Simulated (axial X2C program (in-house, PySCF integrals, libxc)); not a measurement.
MoH: cheaper levels and CCSD(T), 2c

Calculated with an in-house relativistic program for diatomic molecules. Two-component (2c) means X2C with spin–orbit coupling and atomic mean-field two-electron Coulomb and Gaunt terms. Basis: Mo dyall-cv3z [11s12p9d5f3g], H dyall-v3z [6s2p1d] (cores contracted in-house); Gaussian nuclei, density fitting, unrestricted open shells. Masses: Mo 97.905 u, H 1.008 u.

State: Ω = 5/2 (⟨Sz⟩ = 2.50, ⟨Lz⟩ = 0.00 at HF); fragments Mo + H.

```json
{"level": "PBE0", "Re (Å)": "1.717", "ωe (cm⁻¹)": "1757.4", "De (eV)": "2.36"}
{"level": "HF", "Re (Å)": "1.780", "ωe (cm⁻¹)": "1596.2", "De (eV)": "1.26"}
{"level": "MP2", "Re (Å)": "1.702", "ωe (cm⁻¹)": "1813.4", "De (eV)": "2.18"}
{"level": "CCSD", "Re (Å)": "1.723", "ωe (cm⁻¹)": "1756.8", "De (eV)": "2.34"}
{"level": "TPSS", "Re (Å)": "1.721", "ωe (cm⁻¹)": "1770.5", "De (eV)": "2.69"}
{"level": "M06", "Re (Å)": "1.727", "ωe (cm⁻¹)": "1725.6", "De (eV)": "2.53"}
{"level": "PBE50", "Re (Å)": "1.722", "ωe (cm⁻¹)": "1746.8", "De (eV)": "2.25"}
```

Correlated methods: 15 electrons correlated (number of frozen shells: Mo 3 s, 2 p, 1 d; H none), 225 virtual spin orbitals or spinors in MP2, 140 natural virtuals in coupled cluster.

CCSD(T), same Hamiltonian and basis:

Re = 1.720 Å, ωe = 1764.8 cm⁻¹, De = 2.42 eV; T1 = 0.020 (Lee–Taylor normalisation).

Q: Give the differences from CCSD(T) in the columns below.

A: 

```json
{"level": "PBE0", "ΔRe (Å)": "-0.003", "Δωe (cm⁻¹)": "-7", "ΔDe (eV)": "-0.06"}
{"level": "HF", "ΔRe (Å)": "0.060", "Δωe (cm⁻¹)": "-169", "ΔDe (eV)": "-1.16"}
{"level": "MP2", "ΔRe (Å)": "-0.018", "Δωe (cm⁻¹)": "49", "ΔDe (eV)": "-0.24"}
{"level": "CCSD", "ΔRe (Å)": "0.003", "Δωe (cm⁻¹)": "-8", "ΔDe (eV)": "-0.08"}
{"level": "TPSS", "ΔRe (Å)": "0.001", "Δωe (cm⁻¹)": "6", "ΔDe (eV)": "0.27"}
{"level": "M06", "ΔRe (Å)": "0.007", "Δωe (cm⁻¹)": "-39", "ΔDe (eV)": "0.11"}
{"level": "PBE50", "ΔRe (Å)": "0.002", "Δωe (cm⁻¹)": "-18", "ΔDe (eV)": "-0.17"}
```

The state is one determinant whose occupation by symmetry is held fixed; it was picked as the lowest of a PBE0 search that is not exhaustive. Dissociation energies refer to the lowest single-determinant-based atoms at the same level and basis. Density functionals use the spin component along the axis (collinear). CCSD and (T) use frozen natural virtuals with an MP2 correction for the truncation; (T) itself is uncorrected, so its De runs slightly low. With several unpaired electrons one determinant need not be a pure state. This is the top spin component of a Σ state; components of lower Ω are not single determinants and can lie lower. The determinant is spin-polarised beyond a pure state at some levels (its spin-free form has ⟨S²⟩ too high), which makes Re and μ there less reliable.
